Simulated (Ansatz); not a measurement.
Reaction (formal exchange of groups at the Sb–O bond): `C#C[O][SbH2]` + `C=CS[SiH2]C` → `C[SiH2][S][SbH2]` + `C#COC=C`

Gas-phase electronic energies from Ansatz, PBE0-D4/def2-TZVP geometries. CCSD(T)/CBS adds triple-zeta CCSD(T) − MP2 to the extrapolated MP2 energy (def2 sets, frozen cores). DFT in def2-TZVPP. B3LYP here is the variant with VWN-RPA as its local correlation; programs differ in this. def2 core potentials past Kr. For Sb outer-core shells are correlated without core-valence functions, which leaves a few kJ/mol of doubt a bond. One conformer a species, not always the lowest.

Task: Is it downhill or uphill in electronic energy at CCSD(T)/CBS, and by how much? (An estimate is asked.)

Result: The calculation gave: Downhill: ΔE = -4.3 kcal/mol.

Task: What do these levels give: ωB97X-V, ωB97M-V, B2PLYP, r2SCAN, PBE0, B3LYP, MP2/def2-TZVPP, SCS-MP2/def2-TZVPP, HF/def2-QZVPP, SCS-MP2/def2-QZVPP, HF/CBS(def2), CCSD/CBS(def2)? (Best estimate.)

Result: The calculation gave: ωB97X-V -3.6, ωB97M-V -4.2, B2PLYP -3.1, r2SCAN -3.8, PBE0 -5.1, B3LYP -3.0, MP2/def2-TZVPP -3.7, SCS-MP2/def2-TZVPP -2.9, HF/def2-QZVPP -4.0, SCS-MP2/def2-QZVPP -3.1, HF/CBS(def2) -3.9, CCSD/CBS(def2) -4.4 kcal/mol.

Largest T1 diagnostic among the species: 0.015.

From PBE to PBE0 (25 % exact exchange), in def2-TZVPP and without D4, ΔE moves by −1.3 kcal/mol.
